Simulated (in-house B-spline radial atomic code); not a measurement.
## Excitations of Br7+ by several methods

Full response, energies in eV; labels give the largest channel, * marks a mixed state, a dash one above the method's threshold, and an imaginary frequency an unstable closed-shell reference. Computed with an all-electron radial atomic-structure program (B-spline basis): linear response of the closed shell [Ar] 3d10 with each method's own kernel (bare exchange for TDHF, static screening on G0W0 levels for BSE, the adiabatic kernel for functionals); non-relativistic, point nucleus, no spin-orbit coupling, no double excitations, S, P, D and F terms only. Only terms of natural parity with L up to 3 were computed.

Without relativity these are model numbers for so heavy an element.

| method | 3d → 4s 3D | 3d → 4s 1D | 3d → 4p 3P | α (bohr³) |
| --- | --- | --- | --- | --- |
| TDHF | 74.14 | 75.14 | 89.55 | 0.2608 |
| BSE on G0W0@HF | 72.66 | 73.58 | 88.33 | 0.2589 |
| LDA VWN5 | 67.27 | 67.98 | 83.11 | 0.2777 |
| PBE | 66.61 | 67.40 | 82.42 | 0.2779 |
| PBE0 | 68.81 | 69.64 | 84.57 | 0.2727 |
| B3LYP (VWN-RPA) | 67.46 | 68.39 | 83.09 | 0.2747 |
| CAM-B3LYP | ? | ? | ? | ? |
| LC-wPBE | 66.68 | 67.46 | 82.43 | 0.2779 |
| wB97X | 70.29 | 70.89 | 85.94 | 0.2726 |
| HSE06 | 68.70 | 69.53 | 84.49 | 0.2731 |
| BHandHLYP | 69.55 | 70.57 | 85.06 | 0.2692 |
| BLYP | 65.51 | 66.46 | 81.12 | 0.2792 |
| PBEsol | 67.05 | 67.83 | 82.81 | 0.2775 |
| BP86 | 67.57 | 68.29 | 83.43 | 0.2771 |
| LDA exchange-only | 66.26 | 67.12 | 81.89 | 0.2803 |
| B97-1 | 68.80 | 69.44 | 84.65 | 0.273 |
| RPBE | 66.40 | 67.18 | 82.19 | 0.2778 |
| OLYP | ? | ? | ? | ? |

(1) What does CAM-B3LYP give?

(2) What does OLYP give?

## Answers

(1) 3d → 4s 3D: 67.25; 3d → 4s 1D: 68.18; 3d → 4p 3P: 82.85; α: 0.2751 (eV, bohr³).

(2) 3d → 4s 3D: 66.32; 3d → 4s 1D: 67.24; 3d → 4p 3P: 81.80; α: 0.2738 (eV, bohr³).
